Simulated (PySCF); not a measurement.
PySCF 2.14 output of an unrestricted r2SCAN calculation on a single atom or ion in cc-pVTZ, with the non-relativistic Hamiltonian (point nucleus):

```
SCF conv_tol = 1e-09
number electrons alpha = 15  beta = 13
    J. W. Furness, A. D. Kaplan, J. Ning, J. P. Perdew, and J. Sun.,  J. Phys. Chem. Lett. 11, 8208-8215 (2020)
    J. W. Furness, A. D. Kaplan, J. Ning, J. P. Perdew, and J. Sun.,  J. Phys. Chem. Lett. 11, 9248-9248 (2020)
    J. W. Furness, A. D. Kaplan, J. Ning, J. P. Perdew, and J. Sun.,  J. Phys. Chem. Lett. 11, 8208-8215 (2020)
    J. W. Furness, A. D. Kaplan, J. Ning, J. P. Perdew, and J. Sun.,  J. Phys. Chem. Lett. 11, 9248-9248 (2020)
cycle= 1 E= -1508.27205206222  delta_E= -0.0165  |g|= 0.178  |ddm|= 0.544
cycle= 2 E= -1508.25699342659  delta_E= 0.0151  |g|= 0.365  |ddm|= 0.263
cycle= 3 E= -1508.27752698213  delta_E= -0.0205  |g|= 0.0114  |ddm|= 0.182
cycle= 4 E= -1508.27755842474  delta_E= -3.14e-05  |g|= 0.00236  |ddm|= 0.0221
cycle= 5 E= -1508.27755951296  delta_E= -1.09e-06  |g|= 7.8e-05  |ddm|= 0.00612
cycle= 6 E= -1508.27755952184  delta_E= -8.88e-09  |g|= 1.05e-05  |ddm|= 0.0019
cycle= 7 E= -1508.27755952216  delta_E= -3.21e-10  |g|= 2.74e-06  |ddm|= 0.000281
converged SCF energy = -1508.27755952216  <S^2> = 2.0037788  2S+1 = 3.0025181
```

The run itself started from symmetry-adapted Hartree-Fock orbitals and held the occupation by maximum overlap, on a logarithmic radial grid, so the iterations belong to that start.

Which element, charge and spin multiplicity is this?

Ni (nickel, neutral), multiplicity 3; the state was [Ar] 3d8 4s2, high-spin 3F determinant.
